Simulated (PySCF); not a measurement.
C₃H₇NSi, SMILES CC1=NC[SiH2]1. Geometry: PBE-D3(BJ)/def2-SVP. The structure was generated by enumeration, and PubChem lists no compound with its InChIKey, so it may never have been made.

### Question
Give the equilibrium geometry at PBE-D3(BJ)/def2-SVP (PySCF confirms it by a frequency run) as a Z-matrix, and its point group. (The exact figures need the calculation; the answer reports its results.)

### Answer
point group Cs.
```
C
N 1 1.3035
C 1 1.4913 2 123.60
H 3 1.1084 1 110.16 2 0.00
H 3 1.1104 4 109.27 1 -121.91
H 3 1.1104 4 109.27 5 -116.19
C 2 1.4947 1 104.66 3 180.00
H 7 1.1104 2 111.34 1 120.12
H 7 1.1104 8 107.35 2 -122.10
Si 1 1.9065 2 95.61 7 0.00
H 10 1.5101 1 118.61 2 -113.25
H 10 1.5101 11 107.54 1 138.10
```
Charge 0, spin multiplicity 1.
